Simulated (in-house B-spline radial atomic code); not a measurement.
Computed with a B-spline radial atomic code. Model: two electrons, singlet ground state, non-relativistic, full CI in B-splines with partial waves to l = 8 (at full coupling up to 3e-4 hartree above the limit, correlation up to 0.6 % small), density held at that of full coupling by Lieb maximisation.

W(λ) is the mean repulsion in the state of coupling λ less the Hartree energy of the fixed density. Its start is exact exchange, its initial slope is twice the second-order Görling-Levy correlation energy, and its area from 0 to 1 is E_xc. A straight curve means weak, dynamic correlation, and a curve that drops fast and flattens means strong correlation.

Command:
```bash
python run_ac.py task.json out
```
Settings (lengths in bohr, energies in hartree):
```
potential              harmonic
strength               0.5
lmax                   8
```

Time taken, with all properties: 12 s on 1 thread of Intel(R) Xeon(R) Processor @ 2.30GHz, with other jobs on the host.

**W = mean repulsion less Hartree energy, and W of three functionals.**

Given: confinement harmonic well; well frequency 0.5 hartree; external potential omega^2 r^2/2.

Computed: PBE exchange minus exact 21.992 millihartree; SCAN exchange minus exact 1.0503 millihartree.

```
coupling  W xc (hartree)  W xc minus exchange (millihartree)  kinetic minus Kohn-Sham (millihartree)  LDA (PW92) W minus its exchange (millihartree)  PBE W minus its exchange (millihartree)  SCAN W minus its exchange (millihartree)
       0        -0.51512                                   0                                       0                                               0                                        0                                         0
    0.02        -0.51713                              -2.006                                    0.02                                          -10.41                                    -3.31                                     -1.89
    0.05        -0.52007                              -4.946                                    0.12                                          -20.73                                     -7.9                                     -4.61
    0.12        -0.52662                               -11.5                                    0.68                                          -38.37                                   -17.44                                     -10.6
    0.25        -0.53774                             -22.623                                    2.72                                          -61.78                                   -32.33                                    -20.72
     0.4               ?                                   ?                                       ?                                               ?                                        ?                                         ?
     0.6               ?                                   ?                                       ?                                               ?                                        ?                                         ?
     0.8        -0.57324                             -58.121                                   20.62                                         -119.24                                   -75.58                                    -53.76
       1        -0.58278                             -67.658                                   29.18                                         -133.01                                   -86.91                                    -63.05
     1.4        -0.59826                             -83.144                                   47.63                                         -154.95                                  -105.52                                    -78.68
       2        -0.61531                             -100.19                                   76.32                                         -179.16                                  -126.69                                    -96.77
       3        -0.63421                             -119.09                                  122.83                                         -206.86                                  -151.54                                   -117.94
     4.5        -0.65152                              -136.4                                  186.61                                         -233.71                                  -176.13                                   -137.99
       7        -0.66797                             -152.85                                  279.15                                         -261.06                                  -201.55                                   -156.73
      10        -0.67939                             -164.27                                   374.8                                         -281.29                                  -220.54                                   -168.76
```

Question: What belongs in the row 0.4?

Answer: W xc (hartree): -0.54909; W xc minus exchange (millihartree): -33.968; kinetic minus Kohn-Sham (millihartree): 6.39; LDA (PW92) W minus its exchange (millihartree): -81.9; PBE W minus its exchange (millihartree): -46.58; SCAN W minus its exchange (millihartree): -31.09.

Question: What belongs in the row 0.6?

Answer: W xc (hartree): -0.56214; W xc minus exchange (millihartree): -47.017; kinetic minus Kohn-Sham (millihartree): 12.88; LDA (PW92) W minus its exchange (millihartree): -102.68; PBE W minus its exchange (millihartree): -62.37; SCAN W minus its exchange (millihartree): -43.21.

Question: What is the LDA exchange minus exact?

Answer: 74.132 millihartree.

**Energy parts, natural occupations and partial-wave weights.**

Computed: total energy 2.0000 hartree; exchange energy -0.51512 hartree; kinetic part of the DFT correlation energy 0.029182 hartree; initial slope twice GL2 -0.10122 hartree; kinetic part over minus potential part 0.43132; Kohn-Sham kinetic 0.63523 hartree; Lieb Oxford ratio E_xc over LDA exchange 1.2554.

```csv
natural,occupation of the shell (electrons)
s,1.9485
p,0.047298
s,0.0025065
d,0.0011382
p,?
f,0.0001307
```

Question: What belongs in the row p?

Answer: occupation of the shell (electrons): 0.00025157.

| wave | weight |
| --- | --- |
| s | 0.97553 |
| p | 0.023782 |
| d | ? |
| f | 7.1826e-05 |
| g | 1.5603e-05 |

Question: What belongs in the row d?

Answer: weight: 0.00059312.

Question: What is the Hartree energy?

Answer: 1.0302 hartree.

Question: What is the correlation energy?

Answer: -0.038476 hartree.

Half-way to full coupling W has made 60 % of its drop, against 50 % for a straight line, and second-order (GL2) theory, half the initial slope, overshoots the correlation energy by about 32 %: a marked bend. Over couplings 0 to 1 the errors in E_xc come to about +27 millihartree for LDA, +9.2 millihartree for PBE, +4.0 millihartree for SCAN, so SCAN is nearest. In LDA and PBE the errors of exchange and correlation have opposite signs, so the sum is smaller than the larger of the two.
